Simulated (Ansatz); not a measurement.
## Molecular dynamics of C2H7BSi

Input:

```yaml
crystal:
  periodic: [false, false, false]
  atoms:
    - { symbol: C, position_ang: [-0.11702, 1.541913, 0.029392] }
    - { symbol: C, position_ang: [0.421266, 0.146187, -0.139608] }
    - { symbol: B, position_ang: [0.745512, -0.874723, 0.919814] }
    - { symbol: Si, position_ang: [-0.306184, -1.709586, -0.360309] }
    - { symbol: H, position_ang: [0.620392, 2.301735, 0.259417] }
    - { symbol: H, position_ang: [-0.610242, 1.944035, -0.825786] }
    - { symbol: H, position_ang: [-0.84551, 1.561322, 0.814759] }
    - { symbol: H, position_ang: [1.057201, 0.096479, -1.030847] }
    - { symbol: H, position_ang: [0.72517, -0.93259, 2.101252] }
    - { symbol: H, position_ang: [0.009169, -2.028594, -1.737217] }
    - { symbol: H, position_ang: [-1.695996, -2.050392, -0.062771] }
basis:
  gaussian: { orbitals: STO-3G }
hamiltonian:
  xc: b3lyp
  dispersion: d4
md:
  timestep: 0.5
  n_steps: 340
  ensemble: nve
  temperature: 400.0
  initial_velocities: maxwell_boltzmann
  seed: 726131
  masses: [{ species: H, mass: 2.014 }]
scf:
  lower_state_search: "off"
```

Command:

```bash
$ ansatz run input.yaml --threads 1 --pin off --max-ram 2048MiB --backend cpu --events-out ev --progress --plain --runs-dir out
```

It goes on from the last frame of an earlier run, with new velocities.

Output, in part (step lines, the closing report, with atoms numbered from 0):

```
md step     0: t =     0.00 fs  T =   400.0 K  F+E_penalty+E_count = -10614.79347038 eV  E_kin = 0.465336 eV  conserved = -10614.32813439 eV  (12 SCF iters)
[... lines left out ...]
Total energy: -10614.55901370 eV, -390.0778489470 hartree
Atom 0 at    -0.138746     1.560702     0.073707 Å, force     1.324807    -1.388633     0.991242 eV/Å
Atom 1 at     0.409285     0.128779    -0.199923 Å, force    -0.148941    -0.531557    -0.469214 eV/Å
Atom 2 at     0.745092    -0.812386     0.960811 Å, force    -1.068539    -0.645354    -2.610719 eV/Å
Atom 3 at    -0.310431    -1.732267    -0.401929 Å, force     0.923457     1.109207     1.730349 eV/Å
Atom 4 at     0.709826     2.168121     0.312549 Å, force     1.300604     0.715549     0.555016 eV/Å
Atom 5 at    -0.610542     2.138377    -0.674456 Å, force    -1.437583     0.202434    -1.843819 eV/Å
Atom 6 at    -0.730328     1.535145     0.974163 Å, force    -0.852318     0.097532     0.541915 eV/Å
Atom 7 at     1.101898     0.073779    -1.060335 Å, force    -0.118575     0.202854    -0.022760 eV/Å
Atom 8 at     0.658916    -0.593554     2.067357 Å, force     0.107672    -0.018448     1.373970 eV/Å
Atom 9 at     0.046577    -2.382852    -1.637307 Å, force     0.166640     0.260586    -0.145069 eV/Å
Atom 10 at    -1.653670    -2.073568    -0.007415 Å, force    -0.197226    -0.004170    -0.100911 eV/Å
Dipole moment:     0.013186    -0.104957    -0.200356 e Å
```

The steps, from the saved trajectory:

```csv
time (fs),T (K),potential energy less start (eV),conserved less start (meV/atom)
0.0,400,0.000,0.00
5.5,317,0.098,0.06
11.0,196,0.239,0.09
16.5,279,0.141,0.03
22.0,342,0.067,0.00
27.5,233,0.195,0.07
33.0,268,0.155,0.08
38.5,398,0.002,-0.02
44.0,348,0.060,-0.03
49.5,229,0.200,0.08
55.0,164,0.276,0.13
60.5,230,0.198,0.05
66.0,343,0.065,-0.04
71.5,297,0.120,0.02
77.0,224,0.207,0.11
82.5,308,0.108,0.04
88.0,409,-0.011,-0.05
93.5,202,0.231,0.05
99.0,127,0.319,0.15
104.5,310,0.105,0.06
110.0,394,0.007,-0.07
115.5,308,0.107,-0.03
121.0,252,0.174,0.10
126.5,256,0.169,0.08
132.0,293,0.125,-0.01
137.5,287,0.132,0.00
143.0,269,0.154,0.08
148.5,285,0.135,0.09
154.0,339,0.072,0.01
159.5,405,-0.006,-0.05
165.0,206,0.227,0.07
```

The run went to its last step. The conserved energy stayed within 0.15 meV per atom of its start (net change 0.067 meV per atom), so the integration is sound. A run of 0.17 ps of so small a system gives no equilibrium averages. Limits of this set-up: minimal basis.

The same pairs are bonded in the first frame and the last. Pairs count as bonded within 1.25 times the sum of covalent radii (0.12 Å more for H–H).

Last frame:

```xyz
11
Properties=species:S:1:pos:R:3
C -0.139 1.561 0.074
C 0.409 0.129 -0.200
B 0.745 -0.812 0.961
Si -0.310 -1.732 -0.402
H 0.710 2.168 0.312
H -0.611 2.138 -0.674
H -0.730 1.535 0.974
H 1.102 0.074 -1.060
H 0.659 -0.594 2.067
H 0.047 -2.383 -1.637
H -1.654 -2.074 -0.007
```

Run time: 19 min on 1 thread of Intel(R) Xeon(R) Processor @ 2.50GHz (Skylake/Cascade Lake), with other jobs on the host, peak memory 0.093 GiB.
